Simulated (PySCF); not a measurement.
# Löwdin shares of the frontier orbitals

Compound: C4H11NSSi.
Z-matrix (Å and degrees, GFN2-xTB geometry), rows numbered from 1:
```
C 
N   1  1.2473
Si  2  1.7201  1  135.22
C   3  1.9133  2  103.93  1  -121.41
C   4  1.5236  3  110.39  2  -176.70
C   4  1.5162  3  110.05  2   -53.83
S   6  1.8348  4  113.37  3   175.19
H   1  1.0934  2  124.78  3    -0.68
H   1  1.0876  2  119.25  3   179.49
H   3  1.4607  2  102.76  1   122.51
H   3  1.4686  2  118.85  1    -1.02
H   4  1.0969  3  109.20  2    64.51
H   5  1.0883  4  110.41  3    59.27
H   5  1.0873  4  110.85  3   -60.80
H   5  1.0896  4  110.67  3   178.94
H   6  1.0891  4  111.62  3    54.04
H   6  1.0894  4  110.98  3   -67.80
H   7  1.3323  6   95.86  4   -60.34
```

Method used: PySCF 2.14.0, density-fitted response routines, TDDFT CAM-B3LYP/def2-SVPD, vertical, gas phase, core orbitals frozen in the response.

Kohn–Sham orbitals with the atoms that hold most of them (Löwdin shares over 4%, at most four atoms; ? is withheld):

```
orbital  ε (eV)                             atoms
 HOMO-3  -10.72  Si3 17%, H10 15%, S7 15%, N2 13%
 HOMO-2   -9.25    C4 25%, S7 21%, Si3 16%, C5 8%
 HOMO-1   -8.58                                 ?
   HOMO   -7.99             S7 70%, C6 9%, H18 6%
   LUMO    0.16                                 ?
 LUMO+1    1.08   S7 21%, C1 20%, Si3 16%, H18 6%
 LUMO+2    1.23    S7 33%, Si3 11%, H18 9%, C5 7%
```

(1) Give the leading atoms of the LUMO.

(2) Which atoms hold the HOMO-1, and with what shares?

(3) The HOMO–LUMO gap is 8.15 eV. Where does the response calculation put the lowest singlet, and from which orbitals?

(4) Give energy, strength and leading configuration of S1, S4 and S6, and follow the Löwdin shares of the leading atoms from the occupied to the empty orbital.

Answers

(1) C1 (bonded to N and 2 H) 40%; N2 (bonded to C and Si) 33%; H8 (bonded to C) 8%; H9 (bonded to C) 7%. By element: carbon 40% or more, nitrogen 33%, hydrogen 15% or more.

(2) N2 (bonded to C and Si) 53%; C1 (bonded to N and 2 H) 15%; Si3 (bonded to C, N and 2 H) 8%; H8 (bonded to C) 6%.

(3) S1 is at 4.01 eV (f = 0.0005), 4.14 eV below the gap, made of HOMO-1→LUMO (90%). Its leading pair isn't HOMO and LUMO; the energies of that pair differ by 8.74 eV. 

(4) 
- S1 (4.01 eV, f 0.0005), HOMO-1→LUMO (90%): N2 53% → 33%, C1 15% → 40%
- S4 (6.34 eV, f 0.024), HOMO→LUMO (86%): S7 70% → at most 8%, C6 9% → at most 8%, C1 at most 4% → 40%, N2 at most 4% → 33%
- S6 (6.84 eV, f 0.137), HOMO-2→LUMO (93%): C4 25% → at most 8%, S7 21% → at most 8%, C1 at most 8% → 40%, N2 at most 8% → 33%

Löwdin shares depend on the basis, the more so with diffuse functions.

One conformer stands for the species.
